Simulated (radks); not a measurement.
The numbers below are computed, except where a source is named.
Task: All-electron atom: the boron ion B3+ in 1s1 4p1 (not the ground configuration). Level of theory: Dirac Kohn-Sham, PBE, spin-unpolarised, spherical densities, point nucleus; open shells fill j = l - 1/2 first (a radial shooting solver on a logarithmic mesh with Libxc functionals). Some entries of the table are withheld. Estimate them.

orbital,occ.,eigenvalue (Ry),<1/r> (bohr^-1)
1s1/2,1,-21.56367,(1)
4p1/2,1,(2),0.2582
4p3/2,0,(3),0.2581

Result: 
(1) 1s1/2 <1/r> (bohr^-1): 4.942
(2) 4p1/2 eigenvalue (Ry): -0.93155
(3) 4p3/2 eigenvalue (Ry): -0.93140
